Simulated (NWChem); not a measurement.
System meant: C3H6BF; SMILES C1CCB1F

Input file for NWChem:

```
start job
memory heap 200 mb stack 900 mb global 1100 mb
geometry units angstroms noautoz
  F      0.155332    -1.936488     0.000000
  B     -0.035747    -0.623285    -0.000000
  C     -0.104449     0.455563     1.153671
  C      0.140751     1.494210     0.000000
  C     -0.104449     0.455563    -1.153671
  H      0.621984     0.437091     1.973405
  H     -1.103739     0.560111     1.596400
  H      1.172741     1.858744     0.000000
  H     -0.527908     2.360774    -0.000000
  H      0.621984     0.437091    -1.973405
  H     -1.103739     0.560111    -1.596400
end
basis spherical
  * library def2-svp
end
dft
  odft
  mult 2
  xc b3lyp
  iterations 150
  mulliken
end
task dft energy
```

End of the output:

```
                                 NWChem DFT Module
                                 -----------------

 Summary of "ao basis" -> "ao basis" (spherical)
 ------------------------------------------------------------------------------
       Tag                 Description            Shells   Functions and Types
 ---------------- ------------------------------  ------  ---------------------
 F                          def2-svp                 6       14   3s2p1d
 B                          def2-svp                 6       14   3s2p1d
 C                          def2-svp                 6       14   3s2p1d
 H                          def2-svp                 3        5   2s1p

 Summary of "ao basis" -> "ao basis" (spherical)
 ------------------------------------------------------------------------------
       Tag                 Description            Shells   Functions and Types
 ---------------- ------------------------------  ------  ---------------------
 F                          def2-svp                 6       14   3s2p1d
 B                          def2-svp                 6       14   3s2p1d
 C                          def2-svp                 6       14   3s2p1d
 H                          def2-svp                 3        5   2s1p

      Symmetry analysis of basis
      --------------------------

        a'         62
        a"         38

  number of electrons :                   38
  multiplicity        :                    2
 ------------------------------------------------------------------------
  no. of electrons and multiplicity not compatible                  38
 ------------------------------------------------------------------------
 ------------------------------------------------------------------------
  current input line :
    26: task dft energy
 ------------------------------------------------------------------------
 ------------------------------------------------------------------------
 There is an error in the input file
 ------------------------------------------------------------------------
 For more information see the NWChem manual at https://nwchemgit.github.io

0: no. of electrons and multiplicity not compatible:Received an Error in Communication
```

Question: What is wrong, and how is it mended?

Answer: The input was rejected before any calculation. Cause: the multiplicity doesn't fit the number of electrons (an even count wants an odd multiplicity, and the reverse). This input runs:
```
start job
memory heap 200 mb stack 900 mb global 1100 mb
geometry units angstroms noautoz
  F      0.155332    -1.936488     0.000000
  B     -0.035747    -0.623285    -0.000000
  C     -0.104449     0.455563     1.153671
  C      0.140751     1.494210     0.000000
  C     -0.104449     0.455563    -1.153671
  H      0.621984     0.437091     1.973405
  H     -1.103739     0.560111     1.596400
  H      1.172741     1.858744     0.000000
  H     -0.527908     2.360774    -0.000000
  H      0.621984     0.437091    -1.973405
  H     -1.103739     0.560111    -1.596400
end
basis spherical
  * library def2-svp
end
dft
  xc b3lyp
  iterations 150
  mulliken
end
task dft energy
```
It converges to -242.48214 Ha (B3LYP/def2-SVP).
